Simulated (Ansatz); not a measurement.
Species: Cu, charge 0, doublet.

Total energies in def2-QZVPP, 11 correlated electrons, 9 frozen orbitals. Radicals and triplets start from unrestricted determinants; spin-orbit coupling is neglected. Cores are frozen in correlated methods (noble-gas shells, and filled d and f shells in the p block). No relativity. Open-shell metal atoms are single determinants, not pure terms.

```tsv
method	program	energy (Eh)	minus CCSDT(Q) (mEh)
HF	Ansatz	-1638.96323	464.40
MP2	Ansatz	-1639.47317	-45.55
CCSD	Ansatz	-1639.40838	19.25
CCSD(T)	Ansatz	-1639.42976	-2.14
CCSDT(Q)	Ansatz	-1639.42763	0.00
```

Ansatz is an electronic-structure program.
